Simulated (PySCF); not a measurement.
H8CuO4 (SMILES [OH2]->[Cu+2](<-[OH2])(<-[OH2])<-[OH2]), charge +2, doublet (typed; the unrestricted solution is spin-contaminated), geometry from GFN2-xTB (such geometries of metal compounds can be far from the true shape); PySCF with R2SCAN/STO-3G.

PySCF was given this input:
```python
from pyscf import gto, scf, dft

mol = gto.Mole()
mol.atom = '''
    Cu   -0.00003912    0.00012911   -0.00190347
    O     1.93234015   -0.56899821   -0.07614469
    H     2.26376797   -0.97268821   -0.89563409
    H     2.28290156   -1.10026255    0.65821101
    O     0.57277042    1.92892082    0.12121860
    H     1.01483724    2.32931521   -0.64600637
    H     1.06892107    2.21107443    0.90775358
    O    -1.93225192    0.56870702    0.08043794
    H    -2.29579377    1.07839226   -0.66281920
    H    -2.25101438    0.99501603    0.89349668
    O    -0.57268220   -1.92921201   -0.11692536
    H    -1.03703389   -2.31632095    0.64395411
    H    -1.04686304   -2.22361116   -0.91244693
'''
mol.basis = 'sto-3g'
mol.charge = 2
mol.spin = 1
mol.verbose = 4
mol.build()

mf = dft.UKS(mol)
mf.xc = 'r2scan'
mf.kernel()
```

Question: What does PySCF print? Leave out banner, timings and long lists.

Answer: 
```
PySCF version 2.14.0

[INPUT] verbose = 4
[INPUT] num. atoms = 13
[INPUT] num. electrons = 67
[INPUT] charge = 2
[INPUT] spin (= nelec alpha-beta = 2S) = 1
[INPUT] symmetry False subgroup None
[INPUT] Mole.unit = angstrom
[INPUT] Symbol           X                Y                Z      unit          X                Y                Z       unit  Magmom
[INPUT]  1 Cu    -0.000039120000   0.000129110000  -0.001903470000 AA   -0.000073926086   0.000243982540  -0.003597036986 Bohr   0.0
[INPUT]  2 O      1.932340150000  -0.568998210000  -0.076144690000 AA    3.651593663001  -1.075250782268  -0.143892609940 Bohr   0.0
[INPUT]  3 H      2.263767970000  -0.972688210000  -0.895634090000 AA    4.277901472863  -1.838114321493  -1.692503137924 Bohr   0.0
[INPUT]  4 H      2.282901560000  -1.100262550000   0.658211010000 AA    4.314058717742  -2.079194884616   1.243838541073 Bohr   0.0
[INPUT]  5 O      0.572770420000   1.928920820000   0.121218600000 AA    1.082379226052   3.645132065771   0.229069955203 Bohr   0.0
[INPUT]  6 H      1.014837240000   2.329315210000  -0.646006370000 AA    1.917764444610   4.401767804684  -1.220775114024 Bohr   0.0
[INPUT]  7 H      1.068921070000   2.211074430000   0.907753580000 AA    2.019968071077   4.178325113729   1.715405654793 Bohr   0.0
[INPUT]  8 O     -1.932251920000   0.568707020000   0.080437940000 AA   -3.651426932465   1.074700512918   0.152005676624 Bohr   0.0
[INPUT]  9 H     -2.295793770000   1.078392260000  -0.662819200000 AA   -4.338421463783   2.037866026251  -1.252546758103 Bohr   0.0
[INPUT] 10 H     -2.251014380000   0.995016030000   0.893496680000 AA   -4.253800680658   1.880307786252   1.688464018408 Bohr   0.0
[INPUT] 11 O     -0.572682200000  -1.929212010000  -0.116925360000 AA   -1.082212514413  -3.645682335122  -0.220956907416 Bohr   0.0
[INPUT] 12 H     -1.037033890000  -2.316320950000   0.643954110000 AA   -1.959710033992  -4.377212212092   1.216896904688 Bohr   0.0
[INPUT] 13 H     -1.046863040000  -2.223611160000  -0.912446930000 AA   -1.978284435530  -4.202016099926  -1.724274800900 Bohr   0.0

nuclear repulsion = 422.147266340101
number of shells = 28
number of NR pGTOs = 138
number of NR cGTOs = 46
basis = sto-3g
ecp = {}

******** <class 'pyscf.dft.uks.UKS'> ********
method = UKS
initial guess = minao
damping factor = 0
level_shift factor = 0
DIIS = <class 'pyscf.scf.diis.CDIIS'>
diis_start_cycle = 1
diis_space = 8
diis_damp = 0
SCF conv_tol = 1e-09
SCF conv_tol_grad = None
SCF max_cycles = 50
direct_scf = True
direct_scf_tol = 1e-13
number electrons alpha = 34  beta = 33
XC library pyscf.dft.libxc version 7.1.2
    S. Lehtola, C. Steigemann, M. J. T. Oliveira, and M. A. L. Marques,  SoftwareX 7, 1–5 (2018)
XC functionals = r2scan
    J. W. Furness, A. D. Kaplan, J. Ning, J. P. Perdew, and J. Sun,  J. Phys. Chem. Lett. 11, 8208–8215 (2020)
    J. W. Furness, A. D. Kaplan, J. Ning, J. P. Perdew, and J. Sun,  J. Phys. Chem. Lett. 11, 9248–9248 (2020)
    J. W. Furness, A. D. Kaplan, J. Ning, J. P. Perdew, and J. Sun,  J. Phys. Chem. Lett. 11, 8208–8215 (2020)
    J. W. Furness, A. D. Kaplan, J. Ning, J. P. Perdew, and J. Sun,  J. Phys. Chem. Lett. 11, 9248–9248 (2020)
radial grids:
    Treutler-Ahlrichs [JCP 102, 346 (1995); DOI:10.1063/1.469408] (M4) radial grids

becke partition: Becke, JCP 88, 2547 (1988); DOI:10.1063/1.454033
pruning grids: <function nwchem_prune>
grids dens level: 3
symmetrized grids: False
atomic radii adjust function: <function treutler_atomic_radii_adjust>
small_rho_cutoff = 0
Set gradient conv threshold to 3.16228e-05
tot grids = 155432
init E= -1921.16429936898

cycle= 1 E= -1898.17136241863  delta_E=   23  |g|= 2.18  |ddm|= 6.55

cycle= 2 E= -1912.61650302186  delta_E= -14.4  |g|= 1.69  |ddm|= 6.49
cycle= 3 E= -1920.05457026091  delta_E= -7.44  |g|= 1.02  |ddm|= 5.76
cycle= 4 E= -1892.30253546362  delta_E= 27.8  |g|= 3.22  |ddm|= 7.56
cycle= 5 E= -1894.29116518365  delta_E= -1.99  |g|= 3.07  |ddm|= 2.84

cycle= 6 E= -1892.40727085092  delta_E= 1.88  |g|= 3.38  |ddm|= 2.75
cycle= 7 E= -1892.19140195  delta_E= 0.216  |g|= 3.42  |ddm|= 0.396
cycle= 8 E= -1892.01289689609  delta_E= 0.179  |g|= 3.48  |ddm|= 0.154
cycle= 9 E= -1892.00740478995  delta_E= 0.00549  |g|= 3.48  |ddm|= 0.0114
cycle= 10 E= -1892.18629502463  delta_E= -0.179  |g|= 3.39  |ddm|= 0.12
cycle= 11 E= -1917.39130385842  delta_E= -25.2  |g|= 1.52  |ddm|= 6.66
cycle= 12 E= -1913.73399430329  delta_E= 3.66  |g|= 2.39  |ddm|= 5.07
cycle= 13 E= -1918.85129772583  delta_E= -5.12  |g|= 1.63  |ddm|= 4.35
cycle= 14 E= -1921.99326067817  delta_E= -3.14  |g|= 0.482  |ddm|= 2.43
cycle= 15 E= -1903.87523096862  delta_E= 18.1  |g|= 2.39  |ddm|= 6.48
cycle= 16 E= -1903.72358548291  delta_E= 0.152  |g|= 2.51  |ddm|= 0.129
cycle= 17 E= -1898.18899233674  delta_E= 5.53  |g|= 3.11  |ddm|=  2.7
cycle= 18 E= -1903.390306688  delta_E= -5.2  |g|= 2.84  |ddm|= 2.71
cycle= 19 E= -1903.65627354047  delta_E= -0.266  |g|= 2.56  |ddm|= 0.296
cycle= 20 E= -1903.80432960743  delta_E= -0.148  |g|=  2.4  |ddm|= 0.226
cycle= 21 E= -1919.72940333254  delta_E= -15.9  |g|= 0.949  |ddm|= 5.28
cycle= 22 E= -1921.3429718299  delta_E= -1.61  |g|= 0.839  |ddm|= 2.11

cycle= 23 E= -1920.20613123106  delta_E= 1.14  |g|= 0.825  |ddm|= 3.54
cycle= 24 E= -1920.01070318442  delta_E= 0.195  |g|= 1.23  |ddm|= 3.92
cycle= 25 E= -1922.09509138292  delta_E= -2.08  |g|= 0.465  |ddm|= 3.56
cycle= 26 E= -1922.43986806462  delta_E= -0.345  |g|= 0.391  |ddm|= 2.43
cycle= 27 E= -1922.35392192044  delta_E= 0.0859  |g|= 0.434  |ddm|= 0.747
cycle= 28 E= -1922.365106809  delta_E= -0.0112  |g|= 0.417  |ddm|= 0.134
cycle= 29 E= -1922.43290944463  delta_E= -0.0678  |g|= 0.326  |ddm|= 0.297
cycle= 30 E= -1922.47903314862  delta_E= -0.0461  |g|= 0.274  |ddm|= 0.234
cycle= 31 E= -1922.48541836892  delta_E= -0.00639  |g|= 0.27  |ddm|= 0.0432
cycle= 32 E= -1922.51613195375  delta_E= -0.0307  |g|= 0.243  |ddm|= 0.199
cycle= 33 E= -1922.6093913231  delta_E= -0.0933  |g|= 0.123  |ddm|= 0.741
cycle= 34 E= -1922.62741577185  delta_E= -0.018  |g|= 0.0753  |ddm|= 0.909
cycle= 35 E= -1922.63535976439  delta_E= -0.00794  |g|= 0.0132  |ddm|= 0.29
cycle= 36 E= -1922.63550291079  delta_E= -0.000143  |g|= 0.00526  |ddm|= 0.0357
cycle= 37 E= -1922.63552043236  delta_E= -1.75e-05  |g|= 0.00506  |ddm|= 0.0172
cycle= 38 E= -1922.63555916343  delta_E= -3.87e-05  |g|= 0.00238  |ddm|= 0.0166
cycle= 39 E= -1922.63558147182  delta_E= -2.23e-05  |g|= 0.000909  |ddm|= 0.0156
cycle= 40 E= -1922.63559834957  delta_E= -1.69e-05  |g|= 0.000835  |ddm|= 0.0158
cycle= 41 E= -1922.63562286079  delta_E= -2.45e-05  |g|= 0.000797  |ddm|= 0.0239
cycle= 42 E= -1922.63566557264  delta_E= -4.27e-05  |g|= 0.000781  |ddm|= 0.0481
cycle= 43 E= -1922.63571206876  delta_E= -4.65e-05  |g|= 0.000504  |ddm|= 0.0706
cycle= 44 E= -1922.63572511062  delta_E= -1.3e-05  |g|= 0.000409  |ddm|= 0.0293
cycle= 45 E= -1922.6357362901  delta_E= -1.12e-05  |g|= 0.000295  |ddm|= 0.0323
cycle= 46 E= -1922.63574268164  delta_E= -6.39e-06  |g|= 0.000186  |ddm|= 0.0302
cycle= 47 E= -1922.63574424283  delta_E= -1.56e-06  |g|= 0.000121  |ddm|= 0.0131
cycle= 48 E= -1922.6357452091  delta_E= -9.66e-07  |g|= 7.61e-05  |ddm|= 0.0159
cycle= 49 E= -1922.63574526679  delta_E= -5.77e-08  |g|= 3.6e-05  |ddm|= 0.00319
cycle= 50 E= -1922.63574528052  delta_E= -1.37e-08  |g|= 1.89e-05  |ddm|= 0.000939
SCF not converged.
SCF energy = -1922.63574528052 after 50 cycles  <S^2> = 1.916848  2S+1 = 2.9440435
```

Convergence was not reached.
